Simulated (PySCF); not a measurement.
Molecule: SMILES C(C)CN(C)[SiH3], C₄H₁₃NSi.

Cartesian coordinates in Å; atom numbers follow the order of the lines, from 1:
```xyz
19

C     2.6774   -0.1380   -0.2049
C     1.2126    0.1382   -0.5161
C     0.3129   -0.1812    0.6826
N    -1.0956    0.0125    0.4376
C    -1.4980    1.3961    0.3884
Si   -2.0392   -1.1995   -0.3345
H     3.0097    0.4696    0.6343
H     3.3025    0.0934   -1.0643
H     2.8213   -1.1849    0.0531
H     0.8894   -0.4706   -1.3633
H     1.0929    1.1876   -0.7921
H     0.4634   -1.2259    0.9656
H     0.6103    0.4454    1.5334
H    -1.1259    1.9162   -0.5018
H    -1.1225    1.9208    1.2713
H    -2.5841    1.4544    0.3832
H    -1.9415   -1.2607   -1.8050
H    -1.5715   -2.4689    0.2202
H    -3.4242   -0.8953    0.0261
```

Frames of a GFN2-xTB Langevin trajectory at 300 K; GIAO PBE0/pcSseg-1 shieldings in PySCF 2.14, gas phase, non-relativistic; equivalent atoms averaged within each frame.

δ = σ(ref) − σ, references computed at the same level: TMS for 13C (σ = 186.93 ppm) and 29Si (σ = 349.16 ppm) and 1H (σ = 31.72 ppm); 15N (σ = 267.73 ppm) against NH3. The references are static minima.

**Question.** How do the shifts (ppm) fluctuate along the trajectory?

**Answer.** 
```csv
time (fs),C3,C5,C2,C1,N4,Si6,H17/H18/H19,H12/H13,H10/H11,H14/H15/H16
optimised geometry,61.2,40.1,24.1,13.1,23.3,-49.0,4.67,2.81,1.48,2.72
250,75.0,41.2,31.2,11.6,38.8,-41.5,5.31,4.23,3.15,2.84
425,64.0,44.7,26.3,14.1,29.0,-42.6,4.84,3.13,1.07,2.95
625,57.7,39.1,30.7,16.0,10.2,-48.8,5.22,3.39,2.52,2.18
800,57.6,37.6,30.5,18.5,11.1,-51.8,4.88,2.45,2.01,2.57
1000,50.5,39.9,25.0,14.7,18.4,-51.1,5.17,2.50,0.10,2.44
mean of frames,61.0,40.5,28.7,15.0,21.5,-47.2,5.08,3.14,1.77,2.59
standard deviation,9.2,2.7,2.8,2.6,12.3,4.8,0.21,0.73,1.20,0.31
```

5 frames give an uncertainty of the mean of about the standard deviation over 2.2 at best, since frames this close in time may not be independent; classical motion lacks zero-point vibration, and the reference would need the same averaging.
